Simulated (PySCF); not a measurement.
## Peak assignment

Geometry (Å), atoms numbered from 1 in this order:
```xyz
25

C     0.1898    2.3810    1.0774
Si    0.6682    0.5901    0.6669
N     1.7864    0.6810   -0.6583
Si    2.6404   -0.5525   -1.5208
C    -0.8777   -0.4670    0.2356
C    -0.4887   -1.9408    0.1284
C    -1.4824   -0.0225   -1.0973
C    -1.9360   -0.3232    1.3314
H    -0.3639    2.8508    0.2700
H    -0.4247    2.4243    1.9694
H     1.0744    2.9811    1.2629
H     1.3549   -0.0287    1.8137
H     1.9050    1.6076   -1.0341
H     2.9693   -1.6083   -0.5675
H     3.8331    0.0935   -2.0726
H     1.8346   -1.1016   -2.6221
H    -1.3583   -2.5499   -0.1201
H    -0.0789   -2.3013    1.0694
H     0.2625   -2.0841   -0.6449
H    -1.7921    1.0199   -1.0554
H    -2.3585   -0.6238   -1.3419
H    -0.7574   -0.1345   -1.9007
H    -1.5326   -0.6160    2.2985
H    -2.7970   -0.9563    1.1167
H    -2.2815    0.7053    1.4046
```

PySCF 2.14 calculation with shieldings: GIAO PBE0/pcSseg-1 and coordinates at the GFN2-xTB level; isolated molecule, one conformer, rapidly exchanging positions averaged, non-relativistic Hamiltonian.

Referencing at the same level of theory: TMS for ¹³C, ¹H.

Problem. Assign these signals to the numbered atoms. ¹³C{¹H} NMR (computed): δ 28.0, 22.2, -5.3.

Solution. 
```tsv
δ (ppm)	atoms	environment	reason
28.0	C6/C7/C8	methyl carbon	aliphatic region, no heteroatom directly attached
22.2	C5	fully substituted sp3 carbon bonded to Si	–
-5.3	C1	methyl carbon bonded to Si	an electropositive neighbour leaves it electron-rich and shielded
```

Problem. Assign these signals to the numbered atoms. ¹H NMR (400 MHz, computed): δ 4.85 (s, 3H), 4.71 (q, 1H), 0.99 (s, 9H), 0.05 (d, 3H), -0.47 (br s, 1H).

Solution. 
| δ (ppm) | atoms | environment | reason |
| --- | --- | --- | --- |
| 4.85 | H14/H15/H16 | hydrogen on a silicon bonded to N | – |
| 4.71 | H12 | hydrogen on a silicon bonded to 2 C, N | – |
| 0.99 | H17/H18/H19/H20/H21/H22/H23/H24/H25 | hydrogen on a methyl carbon | – |
| 0.05 | H9/H10/H11 | hydrogen on a methyl carbon bonded to Si | an electropositive neighbour shields it, as in TMS itself |
| -0.47 | H13 | hydrogen on a nitrogen bonded to 2 Si | labile proton, position sensitive to the medium |

OH/NH shifts are gas-phase values; hydrogen bonding in solution moves them, usually downfield. Shifts are as computed. Against solution values, carbons near 30 ppm lie about +3 ppm off and those near 130 ppm about +5 ppm. Of 1309 compounds with measured shifts, 239 miss one by over three times the rms of a fit or turn the order of signals round; such compounds aren't used in these exercises. No couplings were computed; multiplicities are counted from neighbouring protons, with m where these are inequivalent, close in shift, in a saturated or five-membered ring or joined by F or P, and br s for small geminal =CH2 splittings.
